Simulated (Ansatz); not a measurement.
Reaction (redistribution): `O[SiH2]N[SiH](O)O` + `[F][Zr]([F])([F])[SeH]` → `O[SiH2]N[SiH](O)F` + `[OH][Zr]([F])([F])[SeH]`

Program: Ansatz. Geometries: PBE0-D4/def2-TZVP. ΔE: electronic, gas phase. CCSD(T)/CBS is the MP2 limit (def2-TZVPP, def2-QZVPP) plus CCSD(T) − MP2 in def2-TZVPP, frozen cores. Functionals use def2-TZVPP. B3LYP here is the variant with VWN-RPA as its local correlation; programs differ in this. Elements past krypton have def2 core potentials. For Se, Zr outer-core shells are correlated without core-valence functions, which leaves a few kJ/mol of doubt a bond. Scalar relativity is left out up to krypton. One conformer a species, not always the lowest.

```json
{"level": "PBE-D4", "ΔE (kcal/mol)": "1.8"}
{"level": "r2SCAN-D4", "ΔE (kcal/mol)": "1.3"}
{"level": "ωB97X-V", "ΔE (kcal/mol)": "0.5"}
{"level": "r2SCAN", "ΔE (kcal/mol)": "1.2"}
{"level": "B3LYP", "ΔE (kcal/mol)": "-0.6"}
{"level": "MP2/def2-TZVPP", "ΔE (kcal/mol)": "-1.2"}
{"level": "CCSD/def2-TZVPP", "ΔE (kcal/mol)": "-1.2"}
{"level": "CCSD(T)/def2-TZVPP", "ΔE (kcal/mol)": "-0.7"}
```

(1) What does CCSD(T)/CBS give? (Best estimate.)

Largest T1 diagnostic among the species: 0.016.

Answers

(1) The calculation gave: -1.1 kcal/mol. The listed levels differ from it by 2.9, 2.4, 1.6, 2.3, 0.5, -0.1, -0.1, 0.4 kcal/mol.

The D4 term adds +0.8 kcal/mol with B3LYP and +0.4 kcal/mol with PBE0; it sums over pairs of atoms, weighted by their polarisabilities, and B3LYP, whose exchange is more repulsive, gets the larger term. In def2-TZVPP, CCSD(T) changes the Hartree–Fock value by +2.3 kcal/mol (the triples alone add +0.6 kcal/mol) and MP2 by +1.8 kcal/mol.
